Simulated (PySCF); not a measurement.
Electron correlation in Ne (neon, neutral)

[Ne], closed-shell 1S. All numbers are calculated (PySCF 2.14, the spin-free X2C one-electron Hamiltonian (Gaussian nucleus), in x2c-TZVPPall (5s3p2d1f, 31 functions)). Frozen: nothing; 10 electrons correlated.

```json
{"level": "CCSD", "correlation energy (mhartree)": "-284.24"}
{"level": "(T)", "correlation energy (mhartree)": "-4.05"}
{"level": "CCSD(T)", "correlation energy (mhartree)": "-288.29"}
{"level": "CCSDT", "correlation energy (mhartree)": "-288.33"}
```

Diagnostics: T1 = 0.0054, D1 = 0.0092, largest double amplitude 0.031.

Cost of the coupled-cluster step: roughly 0.29 core-seconds, for 10 correlated electrons.

Iterations:

```
CC2 = 0
CCSD nocc = 5, nmo = 31
frozen orbitals []
max_cycle = 100
direct = 0
conv_tol = 1e-08
conv_tol_normt = 1e-06
diis_space = 8
diis_start_cycle = 0
Init t2, MP2 energy = -128.960258425945  E_corr(MP2) -0.281341061296964
Init E_corr(CCSD) = -0.281341061319146
cycle = 1  E_corr(CCSD) = -0.281204916066592  dE = 0.000136145253  norm(t1,t2) = 0.0184154
cycle = 2  E_corr(CCSD) = -0.284006889273778  dE = -0.00280197321  norm(t1,t2) = 0.00444893
cycle = 3  E_corr(CCSD) = -0.284086544012511  dE = -7.96547387e-05  norm(t1,t2) = 0.00138198
cycle = 4  E_corr(CCSD) = -0.284244611559318  dE = -0.000158067547  norm(t1,t2) = 0.000396374
cycle = 5  E_corr(CCSD) = -0.284245958966106  dE = -1.34740679e-06  norm(t1,t2) = 2.5687e-05
cycle = 6  E_corr(CCSD) = -0.284244150716167  dE = 1.80824994e-06  norm(t1,t2) = 3.99868e-06
cycle = 7  E_corr(CCSD) = -0.284244437425754  dE = -2.86709587e-07  norm(t1,t2) = 5.94622e-07
cycle = 8  E_corr(CCSD) = -0.284244436944255  dE = 4.81499507e-10  norm(t1,t2) = 3.40646e-08
CCSD converged
E(CCSD) = -128.9631618015923  E_corr = -0.2842444369442546
CCSD(T) correction = -0.00405227807386308
```

This basis was not built for core-valence correlation, so the inner-shell part is incomplete.
